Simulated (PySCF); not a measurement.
Vertical excitations of a molecule CH4F2OSi from PySCF with TDA-B3LYP/def2-SVPD, as energy in eV (oscillator strength): 8.03 (0.001), 8.57 (0.004), 8.60 (0.014), 8.73 (0.060), 8.97 (0.012), 9.02 (0.003), 9.13 (0.028), 9.41 (0.012), 9.58 (0.049), 9.98 (0.010). Lowest triplet (TDA): 7.84 eV. The structure is a stationary point at r2SCAN-D4/def2-SVP. The values are those of a single conformer.

Q: Which molecule gave these data?
A) OC[SiH](F)F
B) C[Si](O)(F)F
C) O[Si@@H](F)CF
D) CO[SiH](F)F

A: D, CO[SiH](F)F
